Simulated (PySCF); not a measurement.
# HfOCl + 2 HCl → HfCl₃ + H₂O

Level: PBE0 in the def2-TZVP basis family, computed in PySCF with density fitting; scalar-relativistic core potentials for atoms from Rb on, none lighter, no spin–orbit coupling; open shells unrestricted.

| species | state and structure | E (Eh) | ZPE (kJ/mol) | H(298 K) − H(0) (kJ/mol) | S° (J/(mol K)) |
| --- | --- | --- | --- | --- | --- |
| HfOCl | doublet, Cs, Hf–Cl 2.352 Å, Hf–O 1.736 Å; Cl–Hf–O 110.8° | -583.32004 | 9.0 | 12.5 | 304.9 |
| HCl | singlet, C∞v, H–Cl 1.279 Å | -460.66440 | 17.9 | 8.7 | 186.6 |
| HfCl₃ | doublet, D3h, Hf–Cl 2.325 Å (×3) | -1428.40748 | 8.2 | 18.7 | 356.1 |
| H₂O | singlet, C2v, O–H 0.960 Å (×2); H–O–H 105.1° | -76.37736 | 56.5 | 9.9 | 188.7 |

(1) What is the electronic reaction energy?

(2) Add zero-point, thermal and entropy terms for 298.15 K and 1 bar.

## Answers

(1) At PBE0/def2-TZVP, ΔE = -357.1 kJ/mol from the differences of the total energies times 2625.5, downhill. 

(2) ΔZPE = 19.9 and Δ[H(298) − H(0)] = -1.3 kJ/mol give ΔH° = -338.5 kJ/mol. ΔS° = -133.3 J/(mol K), so ΔG° = -338.5 − 298.15 × (-0.1333) = -299 kJ/mol. ΔG° would change sign near 2540 K if ΔH° and ΔS° stayed fixed.

Spin–orbit coupling can matter for HfOCl, HfCl₃ and is left out. Open d or f shells are single determinants, so the state found may not be the ground state. Each species is the lowest minimum found with this bonding; other isomers or fragments can lie lower.
